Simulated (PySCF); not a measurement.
PySCF input (M06-2X/6-31G* (5d)):

```python
from pyscf import gto, dft

mol = gto.M(
    atom='''
    P    -0.00000000   -0.00000000   -0.08928302
    H     0.00000000    0.00000000    1.33924536
    ''',
    basis='6-31g*',
    charge=-1,
    spin=1,
    symmetry='C2v',
    verbose=4,
)

mf = dft.UKS(mol, xc='m062x')
mf.grids.level = 4
mf.conv_tol = 1e-9
mf.max_cycle = 100
mf.max_memory = 1500
mf.kernel()
if not mf.converged:
    mf = mf.newton()
    mf.kernel(mf.make_rdm1())
mf.dip_moment()
```

Problem. What final total energy does it give?

Solution. -341.84247 Eh.
